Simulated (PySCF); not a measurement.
C₆H₄NOSi (doublet state).
Structure used (GFN2-xTB), in Å, numbered top down from 1:
```xyz
13
C6H4NOSi angstrom
C     -4.6490   -0.2605    0.3071
C     -3.4571   -0.0711    0.3445
Si    -1.6491    0.1627    0.3308
C     -0.6067   -0.7570   -0.9283
O     -1.0920   -1.5450   -1.7432
C      0.7641   -0.4244   -0.8139
C      1.9315   -0.1102   -0.6965
C      3.2811    0.2550   -0.5587
N      3.6457    1.0411    0.3674
H     -5.6886   -0.4208    0.2819
H     -1.0736    1.0818    1.2939
H      3.9472   -0.1967   -1.3093
H      4.6420    1.2456    0.3841
```

The hyperfine couplings belong to this conformer and change with its torsions.

The species is `[H]/N=C/C#CC(=O)[SiH]C#C` [radical].

Method used: PySCF 2.14.0, UKS B3LYP, pcH-1 on C H N O Si, non-relativistic, mean-field spin-orbit, GIAO. Isolated species at its GFN2-xTB geometry (one conformer only). A GFN2-xTB geometry isn't a minimum of the functional, and hyperfine couplings can be far from their values at a DFT geometry, by a factor of two or more for some ions and for spin on atoms past the first row. No stability test was run, so a lower SCF solution isn't excluded.

(1) Predict the first-order ENDOR lines of N9, H11, H10, H13 and H12 under fast tumbling at B = 1208.8 mT (Q band).

(2) Which pairs are centred on the nuclear Larmor frequency, and which on half the coupling?

(3) At what field would the lower line of N9 fall to zero frequency?

## Answers

(1) For S = 1/2 in fast tumbling each set of equivalent nuclei gives two lines, ν± = |νn ± a/2| to first order, with νn = g_N μN B/h and μN/h = 7.62259 MHz/T.

| nuclei | isotope | g_N | νn (MHz) | a_iso (MHz) | lower line (MHz) | upper line (MHz) |
| --- | --- | --- | --- | --- | --- | --- |
| N9 | 14N | 0.4038 | 3.72 | 1.12 | 3.16 | 4.28 |
| H11 | 1H | 5.5857 | 51.47 | -39.84 | 31.55 | 71.39 |
| H10 | 1H | 5.5857 | 51.47 | -14.62 | 44.16 | 58.78 |
| H13 | 1H | 5.5857 | 51.47 | -2.43 | 50.25 | 52.68 |
| H12 | 1H | 5.5857 | 51.47 | 0.57 | 51.18 | 51.75 |

(2) Centred on νn, since |a| < 2νn: N9, H11, H10, H13 and H12. No pair has |a| > 2νn.

(3) Where νn = |a|/2, that is B = 0.56 MHz/(0.4038 × 7.62259 MHz/T) = 182 mT, as far as first order holds there.

Hardware: Arm Neoverse V1, one thread (shared host). Cost: 91 s wall (grids of density and orbitals included), 1.1 GiB resident at most.
